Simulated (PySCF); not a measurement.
Species: C3H8GeOSi.
SMILES with atom numbers: `[CH:1]#[C:2][CH2:3][GeH2:4][O:5][SiH3:6]` (hydrogens: H7 on C1; H8, H9 on C3; H10, H11 on Ge4; H12, H13, H14 on Si6)

Computed with PySCF at wB97X-D/def2-SVPD, non-relativistic, on one gas-phase PBE0-D3(BJ)/def2-SVP geometry that isn't relaxed in the solvent. The solvent is an IEF-PCM continuum (Bondi radii, 1.10 Å for H, scaled by 1.2), and excitations are vertical TDDFT with non-equilibrium linear response and a frozen core. The model holds no explicit solvent molecules, cavitation or dispersion. Spin–orbit coupling is left out although an atom past zinc is present.

Gas-phase singlets (H = HOMO, L = LUMO):

```
state  E (eV)  λ (nm)      f  leading configuration
   S1   6.406     194  0.000              H→L+4 54%
   S2   6.597     188  0.045                H→L 28%
   S3   6.717     185  0.000            H-1→L+5 21%
   S4   6.977     178  0.003                H→L 32%
   S5   7.161     173  0.005              H→L+1 48%
```

**Question.** How does the list change in chloroform (ε = 4.711)?

**Answer.** 
| state | E (eV) | λ (nm) | f | leading configuration | change by rank (eV) |
| --- | --- | --- | --- | --- | --- |
| S1 | 6.455 | 192 | 0.000 | H→L+4 60% | +0.049 |
| S2 | 6.611 | 188 | 0.068 | H→L 33% | +0.014 |
| S3 | 6.753 | 184 | 0.000 | H-1→L+5 20% | +0.036 |
| S4 | 6.966 | 178 | 0.006 | H→L 28% | -0.011 |
| S5 | 7.185 | 173 | 0.007 | H→L+1 40% | +0.024 |

**Question.** How does the list change in acetone (ε = 20.49)?

**Answer.** 
```tsv
state	E (eV)	λ (nm)	f	leading configuration	change by rank (eV)
S1	6.475	191	0.000	H→L+4 61%	+0.069
S2	6.626	187	0.066	H→L 35%	+0.029
S3	6.772	183	0.000	H-1→L+5 19%	+0.055
S4	6.973	178	0.007	H→L+2 28%	-0.004
S5	7.203	172	0.008	H→L+1 39%	+0.042
```

**Question.** How do the frontier levels move from gas to acetone?

**Answer.** 
```json
{"orbital": "LUMO+2", "gas (eV)": "2.23", "solvent (eV)": "2.34", "change (eV)": "+0.11", "Löwdin shares, gas": "Ge4 21 %, C3 14 %, C2 12 %, C1 10 %", "Löwdin shares, solvent": "Ge4 17 %, C1 16 %, C2 15 %, C3 13 %"}
{"orbital": "LUMO+1", "gas (eV)": "1.85", "solvent (eV)": "1.98", "change (eV)": "+0.13", "Löwdin shares, gas": "Ge4 27 %, Si6 13 %, C1 10 %, C3 8 %", "Löwdin shares, solvent": "Ge4 29 %, Si6 14 %, C1 12 %, C2 8 %"}
{"orbital": "LUMO", "gas (eV)": "1.52", "solvent (eV)": "1.60", "change (eV)": "+0.08", "Löwdin shares, gas": "Ge4 22 %, Si6 22 %, O5 13 %, H12 7 %", "Löwdin shares, solvent": "Si6 22 %, Ge4 21 %, O5 14 %, H12 7 %"}
{"orbital": "HOMO", "gas (eV)": "-9.36", "solvent (eV)": "-9.33", "change (eV)": "+0.03", "Löwdin shares, gas": "C1 32 %, C2 28 %, C3 14 %, Ge4 8 %", "Löwdin shares, solvent": "C1 30 %, C2 26 %, C3 15 %, Ge4 9 %"}
{"orbital": "HOMO-1", "gas (eV)": "-9.89", "solvent (eV)": "-9.89", "change (eV)": "0.00", "Löwdin shares, gas": "C1 42 %, C2 40 %, C3 8 %", "Löwdin shares, solvent": "C1 41 %, C2 39 %, C3 9 %"}
{"orbital": "HOMO-2", "gas (eV)": "-10.50", "solvent (eV)": "-10.45", "change (eV)": "+0.05", "Löwdin shares, gas": "O5 40 %, Si6 17 %, H12 15 %, Ge4 8 %", "Löwdin shares, solvent": "O5 39 %, Si6 16 %, H12 14 %, Ge4 9 %"}
{"orbital": "HOMO-3", "gas (eV)": "-10.76", "solvent (eV)": "-10.72", "change (eV)": "+0.04", "Löwdin shares, gas": "O5 33 %, Si6 20 %, H13 18 %, H14 8 %", "Löwdin shares, solvent": "O5 31 %, Si6 20 %, H13 18 %, H14 7 %"}
```

The HOMO–LUMO gap goes from 10.88 to 10.92 eV.

Rough CPU time on one thread of a shared machine: about 80 s. This is the whole response run at wB97X-D/def2-SVPD in acetone, SCF included.

Conformer computed: `[CH:1]#[C:2][CH2:3][GeH2:4][O:5][SiH3:6]`: C2–C3–Ge4–O5 -179°, C3–Ge4–O5–Si6 -65°.
